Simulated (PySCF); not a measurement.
SnOCl, SMILES [O]=[Sn][Cl], multiplicity 2. Atoms are numbered in the order given.

```xyz
3

Sn     0.3193    -0.4607     0.0000
O     -1.5699    -1.0922     0.0000
Cl    -0.2003     1.8690     0.0000
```
Charge 0, spin multiplicity 2.

Coordinates come from a B3LYP-D3(BJ)/def2-TZVP optimisation. The def2 effective core potentials stand for the cores of Sn; spin–orbit coupling is left out.

Calculation: PySCF with IEF-PCM-ωB97X/def2-SVP.

The values are the electrostatic part of the solvation free energy, E(continuum) − E(gas) at the gas-phase geometry, in a cavity of scaled van der Waals radii (PySCF's table); cavitation and dispersion terms are not included. A continuum can't describe solvent molecules that bind to the metal. The dipole moment in vacuum is 3.25 D.

Computed values in water (ε = 78.36), ethylethanoate (ε = 5.99), chloroform (ε = 4.71):
```tsv
solvent	ε	ΔG(elec) (kcal/mol)	dipole (D)
water	78.36	-6.3	4.26
ethylethanoate	5.99	-4.8	4.02
chloroform	4.71	-4.5	3.96
```
